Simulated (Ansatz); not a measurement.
Program: Ansatz. Geometries: PBE0-D4/def2-TZVP. ΔE: electronic, gas phase. CBS: MP2 limit from def2 TZ/QZ plus the TZ coupled-cluster correction, frozen cores. This one scheme is used for every species. DFT in def2-TZVPP. B3LYP here is the variant with VWN-RPA as its local correlation; programs differ in this. For Ge outer-core shells are correlated without core-valence functions, which leaves a few kJ/mol of doubt a bond. Scalar relativity is left out up to krypton. One conformer a species, not always the lowest.

Reaction (ligand exchange at a Ge–C bond): `[NH2][GeH2][CH2]Cl` + `N[SiH](N)F` → `[NH2][GeH2][NH][SiH](N)F` + `CCl`

```json
{"level": "PBE-D4", "ΔE (kJ/mol)": "-41.4", "difference from CCSD(T)/CBS": "3.0"}
{"level": "PBE0-D4", "ΔE (kJ/mol)": "-43.8", "difference from CCSD(T)/CBS": "0.6"}
{"level": "B3LYP-D4", "ΔE (kJ/mol)": "-47.6", "difference from CCSD(T)/CBS": "-3.2"}
{"level": "ωB97M-V", "ΔE (kJ/mol)": "-44.8", "difference from CCSD(T)/CBS": "-0.4"}
{"level": "B2PLYP", "ΔE (kJ/mol)": "-44.5", "difference from CCSD(T)/CBS": "-0.1"}
{"level": "PBE", "ΔE (kJ/mol)": "-37.1", "difference from CCSD(T)/CBS": "7.3"}
{"level": "r2SCAN", "ΔE (kJ/mol)": "-42.8", "difference from CCSD(T)/CBS": "1.6"}
{"level": "PBE0", "ΔE (kJ/mol)": "-39.9", "difference from CCSD(T)/CBS": "4.5"}
{"level": "B3LYP", "ΔE (kJ/mol)": "-40.9", "difference from CCSD(T)/CBS": "3.5"}
{"level": "HF/def2-TZVPP", "ΔE (kJ/mol)": "-48.9", "difference from CCSD(T)/CBS": "-4.5"}
{"level": "CCSD/def2-TZVPP", "ΔE (kJ/mol)": "-46.9", "difference from CCSD(T)/CBS": "-2.5"}
{"level": "HF/def2-QZVPP", "ΔE (kJ/mol)": "-49.0", "difference from CCSD(T)/CBS": "-4.6"}
{"level": "MP2/def2-QZVPP", "ΔE (kJ/mol)": "-45.7", "difference from CCSD(T)/CBS": "-1.3"}
{"level": "HF/CBS(def2)", "ΔE (kJ/mol)": "-49.0", "difference from CCSD(T)/CBS": "-4.6"}
{"level": "MP2/CBS(def2)", "ΔE (kJ/mol)": "-44.4", "difference from CCSD(T)/CBS": "0.0"}
{"level": "CCSD/CBS(def2)", "ΔE (kJ/mol)": "-44.0", "difference from CCSD(T)/CBS": "0.4"}
{"level": "CCSD(T)/CBS", "ΔE (kJ/mol)": "-44.4", "difference from CCSD(T)/CBS": "0"}
```

Largest T1 diagnostic among the species: 0.011.

The D4 term adds −6.7 kJ/mol with B3LYP and −3.9 kJ/mol with PBE0; it sums over pairs of atoms, weighted by their polarisabilities, and B3LYP, whose exchange is more repulsive, gets the larger term.
